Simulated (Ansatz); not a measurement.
CH8B2N2, SMILES `BNB(C)N`. Total charge 0; spin multiplicity 1.

Z-matrix (Å, degrees):
```
C
B 1 1.575
H 1 1.092 2 113.6
H 1 1.095 2 110.8 3 -121.2
H 1 1.095 2 110.7 3 121.1
N 2 1.461 1 118.8 3 179.3
N 2 1.398 1 121.4 3 -0.8
B 6 1.397 2 129.3 1 -179.8
H 6 1.010 2 114.5 1 0.1
H 7 1.005 2 123.2 1 -179.9
H 7 1.003 2 122.3 1 0.1
H 8 1.198 6 120.0 2 179.9
H 8 1.200 6 119.9 2 -0.0
```

Problem. What are the harmonic wavenumbers in cm⁻¹ at PBE0-D4/def2-TZVP (Ansatz, finite differences of forces, unscaled)? (Estimate.)

Solution. The calculation gave: 93, 107, 248, 328, 331, 455, 473, 489, 628, 734, 847, 857, 865, 910, 990, 1015, 1161, 1220, 1320, 1344, 1395, 1461, 1471, 1495, 1633, 2560, 2636, 3038, 3100, 3127, 3604, 3633, 3738.

Problem. Is this a minimum?

Solution. Yes, all 33 modes are real.

Problem. Give the ideal-gas thermochemistry at 298.15 K and 1 bar (rigid rotor, harmonic oscillator; point group Cs, symmetry number 1).

Solution. Zero-point energy 283.0 kJ/mol; H(298) − E = 303.7 kJ/mol; entropy 332.8 J/(mol·K), of which translation 161.8, rotation 107.9, vibration 63.0; G(298) − E = 204.5 kJ/mol. Modes under 100 cm⁻¹ are hindered rotations or soft bends, so the harmonic entropy is rough.

Problem. And at 400, 500, 600, 800 and 1000 K?

Solution. 
```csv
T (K),H − E (kJ/mol),S (J/mol/K),G − E (kJ/mol)
400,316.4,369.2,168.7
500,331.3,402.3,130.1
600,348.2,433.1,88.3
800,386.7,488.4,-4.0
1000,430.1,536.7,-106.6
```

Problem. Rotational constants (cm⁻¹)?

Solution. 0.2736, 0.1251, 0.08723.
